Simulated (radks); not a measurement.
The numbers below are computed, except where a source is named.
The gold ion Au+, 78 electrons, occupied as [Xe] 4f14 5d10 (the NIST ground configuration). Code: a radial shooting solver on a logarithmic mesh with Libxc functionals. Model: scalar-relativistic Kohn-Sham, BP86, spin-polarised, spherical densities, point nucleus.

Normalised radial functions P(r) = r R(r), r in bohr:

r,5d
0.001741,0.0000
0.002322,0.0001
0.003097,0.0002
0.004131,0.0003
0.00551,0.0008
0.00729,0.0016
0.009723,0.0034
0.01297,0.0071
0.0173,0.0145
0.02307,0.0287
0.03077,0.0543
0.04104,0.0967
0.05474,0.1581
0.07301,0.2290
0.09737,0.2778
0.1299,0.2483
0.1732,0.0904
0.231,-0.1713
0.3081,-0.3888
0.411,-0.3638
0.5481,-0.0336
0.7253,0.4257
0.9673,0.7829
1.29,0.8667
1.721,0.7185
2.295,0.4762
3.061,0.2516
4.083,0.1001
5.445,0.0278

5d: eigenvalue -15.456 eV, 2 radial nodes at r = 0.193, 0.560 bohr, <r> = 1.57 bohr, 90 % of the charge inside 2.47 bohr.
